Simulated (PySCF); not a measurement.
## Niobium: a sound run and one with changed settings

Sound run: Nb [Kr] 4d4 5s1, Nb⁺ [Kr] 4d4. Computed with PySCF 2.14 in x2c-SVPall (6s5p5d1f, 53 functions), with scalar relativity by spin-free X2C-1e. In the sound run the correlated levels freeze [Kr]. The sound run starts from symmetry-adapted Hartree-Fock orbitals and uses a fine grid where one is needed.

Changed run: initial guess minao, at most 50 SCF cycles.

```json
{"species": "Nb", "method": "UHF", "sound run (hartree)": "-3816.88769", "changed run (hartree)": "-3816.88769", "converged": "yes"}
{"species": "Nb", "method": "BP86", "sound run (hartree)": "-3819.45808", "changed run (hartree)": "-3819.45700", "converged": "no"}
{"species": "Nb", "method": "r2SCAN", "sound run (hartree)": "-3818.99624", "changed run (hartree)": "-3818.99683", "converged": "yes"}
{"species": "Nb", "method": "MP2", "sound run (hartree)": "-3816.92667", "changed run (hartree)": "-3816.92668", "converged": "yes"}
{"species": "Nb⁺", "method": "UHF", "sound run (hartree)": "-3816.66672", "changed run (hartree)": "-3816.66355", "converged": "yes"}
{"species": "Nb⁺", "method": "BP86", "sound run (hartree)": "-3819.19021", "changed run (hartree)": "-3819.19129", "converged": "yes"}
{"species": "Nb⁺", "method": "r2SCAN", "sound run (hartree)": "-3818.73570", "changed run (hartree)": "-3818.73570", "converged": "yes"}
```

The plain start fixes occupations by D2h representation alone, and Nb⁺ at UHF landed in another state (other ⟨L²⟩ or ⟨S²⟩).
